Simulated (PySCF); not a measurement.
Input of a run (PBE0-D3(BJ)/def2-SVP geometry optimisation, gas phase (PySCF 2.14.0)), started from GFN2-xTB:
```
{"job": {"xc": "PBE0", "basis": "def2-SVP", "d3": "d3bj", "grid": 1, "shake": 0.01, "kind": "geom"}, "charge": 0, "multiplicity": 1}
B      1.681410    -0.291390    -0.482260
P      0.242650     0.681690     0.180490
B     -1.484620    -0.436700     0.251670
F     -1.598360    -0.801280    -1.063280
H      1.819370    -0.330400    -1.651590
H      2.314740    -0.892420     0.241000
H      0.538030     1.231150     1.416690
H      0.042520     1.842260    -0.550910
H     -1.205740    -1.349220     0.990000
H     -2.299550     0.325380     0.647150
```

Output (energies in Eh, forces in Eh/bohr):
```
step   0  E = -493.97384294  max force = 0.024130
step   1  E = -493.98091000  max force = 0.005352
step   2  E = -493.98117953  max force = 0.002464
step   3  E = -493.98128617  max force = 0.001316
step   4  E = -493.98137735  max force = 0.002256
step   5  E = -493.98144957  max force = 0.003085
step   6  E = -493.98147837  max force = 0.001896
step   7  E = -493.98148584  max force = 0.000513
step   8  E = -493.98148767  max force = 0.001140
step   9  E = -493.98149243  max force = 0.000968
step  10  E = -493.98149827  max force = 0.000341
optimisation converged
```

Question: Summarise the run.

Answer: The energy falls by 4.8 kcal/mol over 11 energy and gradient evaluations, the largest force component goes from 0.0241 to 3.4e-04 Eh/bohr, and the atoms move by 0.139 Å rms after alignment. The bond that changes most is P2–B3 (ends: phosphorus bonded to 2 B and 2 H; four-coordinate boron), which lengthens by 0.108 Å. Bonds longer at the end by more than 0.005 Å: 8 of 9; shorter: 1. Among the angles that change most is P2–B3–H10, from 103.9° to 94.9°. The energy never rose by more than 1e-6 Eh on the way. The first step brought 92 % of the lowering.

Question: What are the final bond lengths?

Answer: B1–P2 1.882 Å, P2–B3 2.167 Å, B3–F4 1.364 Å, B1–H5 1.203 Å, B1–H6 1.203 Å, P2–H7 1.412 Å, P2–H8 1.414 Å, B3–H9 1.222 Å, B3–H10 1.224 Å. Numbering counts from 1 in the input's order; the species is `F[BH2-][PH2+]B`.

The run used 90 basis functions and 65 SCF cycles in all. On an Arm Neoverse V2 with one thread, shared host with 192 logical CPUs at a one-minute load of 35, this took 20 s of wall time and 0.38 GiB of memory at its peak.

Not checked by PBE0-D3(BJ)/def2-SVP frequencies. The numbers are those of one conformer.

The values belong to the conformer `[BH2:1][PH2+:2][BH2-:3][F:4]`: B1–P2–B3–F4 -59°.
